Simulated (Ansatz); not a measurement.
ClFH4SiSn, SMILES `[F][SnH]([SiH3])[Cl]`. Total charge 0; spin multiplicity 1. Correlated methods include outer-core shells of Sn, which these sets cover unevenly. Sn: def2 effective core potential.

```xyz
8

F     1.847    1.518   -0.704
Sn    0.397    0.309   -1.064
Si   -0.374   -0.594    1.207
Cl   -1.279    1.679   -1.918
H     0.956   -0.647   -2.357
H     0.730   -1.386    1.803
H    -1.562   -1.451    0.978
H    -0.714    0.572    2.054
```

(1) Give the diagnostics of a CCSD(T)/def2-TZVPP run (frozen core, Ansatz). (Best estimate.)

Results:

(1) Ansatz gave: T1 = 0.0131, largest single amplitude 0.027, largest double 0.028, (T) share of the correlation energy 3.2 %, 9 CCSD cycles. The RHF solution is stable towards an unrestricted one. T1 lies under the customary mark of 0.02 for closed shells.
